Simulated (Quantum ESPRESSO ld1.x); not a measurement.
Values are calculated unless marked as measured or tabulated.
Orbital eigenvalues (eV) of the fluorine ion F+, [He] 2s2 2p4, at several levels of relativity; Dirac values are averaged over j with weights 2j + 1. Spin-unpolarised spherical Kohn-Sham, revPBE, point nucleus, ld1.x of Quantum ESPRESSO 7.5. A level marked "c x" has the speed of light scaled by that factor and shares open shells by 2j + 1; other Dirac levels either fill j = l - 1/2 first or share by 2j + 1.

shell,non-rel.,scalar-rel.,"Dirac, 2j+1 shares","Dirac, c x 0.75","change of magnitude, last against first (%)"
1s,-683.70,-684.43,-684.41,-684.96,+0.18
2s,-47.352,-47.439,-47.437,-47.504,+0.32
2p,-28.256,-28.247,-28.245,-28.236,-0.07
